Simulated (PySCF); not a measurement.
silicon dioxide molecule (O2Si), SMILES O=[Si]=O.

Geometry optimised at ωB97X-D3(BJ)/def2-TZVP.

Calculation: PySCF 2.14.0 with TDDFT-B3LYP/def2-TZVPD.

Vertical excitations; the highest root listed may be one member of a degenerate set. Gas-phase values at a fixed geometry. State labels are in the subgroup D2h.

Problem. Give excitation energies, oscillator strengths and character. (The exact figures need the calculation; the answer reports its results.)

Solution. 
```csv
state,symmetry,energy (eV),λ (nm),f,main pairs
S1,B3g,4.26,291,0.000,HOMO→LUMO (degenerate set)
S2,B2g,4.26,291,0.000,HOMO−1→LUMO (degenerate set)
S3,B2u,5.60,222,0.067,HOMO−3→LUMO (degenerate set)
S4,B3u,5.60,222,0.067,HOMO−2→LUMO (degenerate set)
S5,B1u,6.09,204,0.059,HOMO−4→LUMO 84 %
S6,Au,7.09,175,0.000,"HOMO→LUMO+2 50 %, HOMO−1→LUMO+1 50 %"
S7,Au,7.24,171,0.000,"HOMO−1→LUMO+1, HOMO→LUMO+2 (degenerate set)"
S8,B1u,7.24,171,0.000,"HOMO−1→LUMO+2, HOMO→LUMO+1 (degenerate set)"
S9,Ag,7.77,160,0.000,HOMO−5→LUMO 84 %
S10,B1g,8.12,153,0.000,"HOMO−3→LUMO+2 50 %, HOMO−2→LUMO+1 50 %"
T1,B2g,3.86,321,0,HOMO−1→LUMO (degenerate set)
T2,B3g,3.86,321,0,HOMO→LUMO (degenerate set)
T3,B2u,4.76,260,0,HOMO−3→LUMO (degenerate set)
T4,B3u,4.76,260,0,HOMO−2→LUMO (degenerate set)
```
Triplets are in the Tamm–Dancoff approximation, which puts them higher than full response would, so one can lie above its singlet here.
